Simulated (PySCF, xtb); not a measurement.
F₂W, SMILES [F][W][F] (connectivity only; charge and spin as stated), neutral, multiplicity 5.

Harmonic wavenumbers (cm⁻¹) from GFN2-xTB run with xtb 6.7.1 at its own minimum, in rising order: 163, 446, 455.

Q: What does PBE-D3(BJ)/def2-TZVP (PySCF 2.14.0) give at its own minimum? (The exact figures need the calculation; the answer reports its results.)

A: 120, 633, 649. Paired by order, the mean absolute difference is 142 cm⁻¹ and the zero-point energies are 1.5 and 2.0 kcal/mol.
